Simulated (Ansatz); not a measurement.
One change: `[CH3][Al]([NH2])[SiH2][SiH3]` becomes `[CH3][Al]([NH2])[SiH2]F`.

Ansatz, PBE0-D4/def2-TZVP geometries, multiplicity 1. Each molecule was computed in one conformer, which needn't be the lowest.

```tsv
property	`[CH3][Al]([NH2])[SiH2][SiH3]`
HOMO–LUMO gap (B3LYP/def2-TZVPP) / eV	5.87
HOMO energy (PBE/def2-TZVPP) / eV	-6.10
HOMO–LUMO gap (PBE/def2-TZVPP) / eV	4.43
HOMO energy (ωB97M-V/def2-TZVPP) / eV	-9.12
HOMO–LUMO gap (PBE0/def2-TZVPP) / eV	6.23
LUMO energy (B3LYP/def2-TZVPP) / eV	-1.09
```

Problem. What does the change do to each property? (Best estimate.)

Solution. The calculation gave: 
```csv
property,`[CH3][Al]([NH2])[SiH2]F`,shift
HOMO–LUMO gap (B3LYP/def2-TZVPP) / eV,5.88,0.01
HOMO energy (PBE/def2-TZVPP) / eV,-6.11,-0.01
HOMO–LUMO gap (PBE/def2-TZVPP) / eV,4.32,-0.11
HOMO energy (ωB97M-V/def2-TZVPP) / eV,-9.31,-0.19
HOMO–LUMO gap (PBE0/def2-TZVPP) / eV,6.24,0.01
LUMO energy (B3LYP/def2-TZVPP) / eV,-1.21,-0.12
```

B3LYP here is the variant with VWN-RPA as its local correlation; programs differ in this.
